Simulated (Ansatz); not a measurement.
The first iterations of a band of CH6O2SSi (11 atoms, charge 0, multiplicity 1).

The calculation used Ansatz 0.2.0, RKS B3LYP-D4/6-31G*.

* movable images: 7
* climbing image: yes
* spring: 5.0 eV/Å²
* optimiser: quadratic models (default)
* start path: through a guess of the saddle point
* force threshold: 0.05 eV/Å
* iteration limit: 60
* end points: relaxed

Initial state:

```xyz
11
Properties=species:S:1:pos:R:3
Si -0.354 0.126 0.248
S 0.908 1.495 1.362
C 0.636 -0.851 -0.990
H 1.133 -0.187 -1.705
O -1.529 0.892 -0.623
O -1.107 -0.779 1.419
H 1.629 1.924 0.304
H -0.030 -1.514 -1.553
H 1.402 -1.461 -0.502
H -2.134 1.448 -0.111
H -0.554 -1.093 2.149
```

Final state:

```xyz
11
Properties=species:S:1:pos:R:3
Si -0.837 -0.550 0.003
S 1.497 2.027 0.645
C 0.336 -1.361 -0.918
H 1.546 0.770 0.125
O -1.611 0.815 -0.467
O -1.241 -0.868 1.570
H 1.363 2.594 -0.573
H 0.540 -1.045 -1.936
H 0.737 -2.326 -0.626
H -1.575 1.533 0.185
H -0.754 -1.589 1.994
```

| iteration | highest image above the first end (eV) | largest band force component (eV/Å) |
| --- | --- | --- |
| 1 | 3.831 | 6.028 |
| 2 | 3.523 | 1.730 |
| 3 | 3.419 | 1.948 |
| 4 | 3.388 | 0.378 |
| 5 | 3.525 | 1.519 |
| 6 | 3.501 | 0.915 |
| 7 | 3.491 | 0.641 |

Question: Does the band converge within its limit, and where does its top end?

Answer: The run converged. It ended after 23 iterations with the highest image 3.433 eV above the first end. Neighbouring images differ by up to 1.5 eV, so the band resolves the path poorly. A vibrational analysis at the climbing image gives one clearly imaginary mode, 998i cm⁻¹: a first-order saddle point. The orbitals stay closed-shell, which can raise the energy where a bond breaks towards radicals; this wasn't checked here.

The run took 6.4 min on 2 threads of Intel(R) Xeon(R) Platinum 8488C (Sapphire Rapids), with other jobs on the host, peak memory 0.23 GiB.
